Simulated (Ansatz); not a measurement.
Basis-set series for C2H9BS (`C[BH-](C)[SH2+]`). Charge 0, multiplicity 1. All single points use the PBE0-D4/def2-TZVP geometry. It is one conformer, not always the lowest.

| functional | basis | functions | energy (Eh) | HOMO (eV) | LUMO (eV) |
| --- | --- | --- | --- | --- | --- |
| PBE0-D4 | def2-SVP | 105 | -504.19165 | -7.78 | 0.17 |
| PBE0-D4 | def2-QZVPP | 511 | -504.46495 | -7.94 | -0.31 |
| ωB97M-V | def2-SVP | 105 | -504.35227 | -10.04 | 2.18 |
| ωB97M-V | def2-QZVPP | 511 | -504.63372 | -10.24 | 1.16 |

Give the rows for def2-TZVPP. (Estimate.)

Ansatz gave: 
```tsv
functional	basis	functions	energy (Eh)	HOMO (eV)	LUMO (eV)
PBE0-D4	def2-TZVPP	261	-504.44616	-7.92	-0.23
ωB97M-V	def2-TZVPP	261	-504.61570	-10.22	1.64
```

Positive LUMOs are unbound and depend on the basis.
